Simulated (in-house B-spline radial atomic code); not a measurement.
A fraction x of an electron is removed from 3p in the argon ion Ar³⁺, starting from [Ne] 3s2 3p3 and keeping the highest spin. Method: scalar-relativistic (X2C) TPSSh, spin-polarised, spherical fractional occupations, Fermi nucleus of rms radius 3.4274 fm. Calculated with a radial B-spline atomic code at the basis-set limit.

Caution: exact exchange at fractional occupations of open shells leaves self-interaction of up to several eV.

```
   x  E(x) - E(0) (eV)  3p up level (eV)
   0            0.0000           -52.709
0.08            4.2627           -53.859
0.14            7.5202           -54.725
0.35           19.3321           -57.776
 0.4           22.2392           -58.507
 0.5           28.1632           -59.975
0.58           33.0083           -61.154
0.74           42.9825           -63.526
0.77           44.8949           -63.973
0.93           55.3217           -66.364
   1           60.0039           -67.415
```

The exact functional would give a straight line between the two integer points. Deviations E(x) - E(0) - x[E(1) - E(0)], in eV: -0.538 at x = 0.08, -0.88 at x = 0.14, -1.669 at x = 0.35, -1.762 at x = 0.4, -1.839 at x = 0.5, -1.794 at x = 0.58, -1.42 at x = 0.74, -1.308 at x = 0.77, -0.482 at x = 0.93.

The curve lies below the straight line by up to 1.839 eV (at x = 0.5): convex, the delocalisation error, to which spherically averaged exact exchange adds.

Problem. How well does Slater's transition state (minus the level at half occupation) give the ionisation energy?

Solution. It gives 59.975 eV against 60.004 eV from the two total energies; NIST lists 59.58 eV, ground level to ground level. The end point has an open shell averaged over its orbitals, so its exact exchange keeps a self-interaction and this is no true integer point.
